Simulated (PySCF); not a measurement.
C₄F₆. Atoms are numbered in the order given.

```xyz
10

F     -1.5903     0.0000     1.8857
C     -0.6709     0.0000     0.9655
C      0.6709     0.0000     0.9655
F      1.5903     0.0000     1.8857
C      0.7810     0.0000    -0.5309
F      1.3344     1.0827    -1.0877
F      1.3344    -1.0827    -1.0877
C     -0.7810     0.0000    -0.5309
F     -1.3344    -1.0827    -1.0877
F     -1.3344     1.0827    -1.0877
```

Coordinates come from a PBE0-D3(BJ)/def2-SVP optimisation.

Calculation: HF/def2-SVP in PySCF.

The molecule is in vacuum.

Computed frontier levels, gap, dipole moment and polarisability:
| Quantity | Value |
|---|---|
| highest occupied level | -12.24 eV |
| lowest empty level | 3.13 eV |
| orbital gap | 15.37 eV |
| dipole moment | 1.34 D |
| quadrupole, principal values (traceless, Buckingham form, about the centre of nuclear charge) | -0.61, -0.32, 0.93 D·Å |
| mean static polarisability | 35.8 bohr³ (5.31 Å³) |
| polarisability, principal values | 28.9, 35.2, 43.4 bohr³ |
